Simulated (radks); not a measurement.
Results of a calculation; reference values are marked as such.
Initial-state core-level shifts of the gold ion Au2+ when its valence configuration changes from [Xe] 4f14 5d9. Code: a radial shooting solver on a logarithmic mesh with Libxc functionals. Model: scalar-relativistic Kohn-Sham, PBEsol, spin-polarised, spherical densities, point nucleus; open shells are filled with parallel spins first (spin-orbit coupling, left out, can overturn this in heavy ions). Shifts are changes of the shell-averaged eigenvalues in eV (positive: less bound).

valence                3s       4p       4d       5p
4f13 5d9 6s1      -19.784  -16.820  -16.282   -6.702
4f13 5d9 6p1      -21.471  -18.513  -17.973   -8.376
4f14 5d7 6s2       -8.002   -7.909   -7.914   -6.881
4f13 5d10         -15.717  -12.807  -12.267   -3.180
4f14 5d8 6s1       -3.867   -3.827   -3.830   -3.355
4f13.5 5d9 6p0.5  -10.602   -9.173   -8.905   -4.164
4f13 5d8 6s1 6p1  -25.629  -22.602  -22.062  -11.865
4f14 5d7 6p2      -11.117  -11.030  -11.031   -9.913
4f13.5 5d9.5       -7.784   -6.374   -6.106   -1.601
